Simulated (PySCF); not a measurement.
Level of theory: PBE0-D3(BJ)/def2-TZVP run with PySCF. Isolated molecules, 0 K electronic values unless said otherwise. One relaxed conformer stands for a flexible species; it need not be the lowest. 

Reference species (SMILES): `[SiH]1[SiH]([SiH3])[SiH]=1` (neutral, multiplicity 1).

* **LUMO**: -1.87 eV
* **HOMO–LUMO gap**: 4.20 eV

Changed species: `[SiH2]=[SiH][SiH]=[SiH2]` (Si–Si–Si–Si torsion 64°).

### Question
What does the change do to the LUMO and HOMO–LUMO gap?

### Answer
the LUMO drops by 0.71 eV, to -2.58 eV; the HOMO–LUMO gap falls by 1.07 eV, to 3.13 eV.
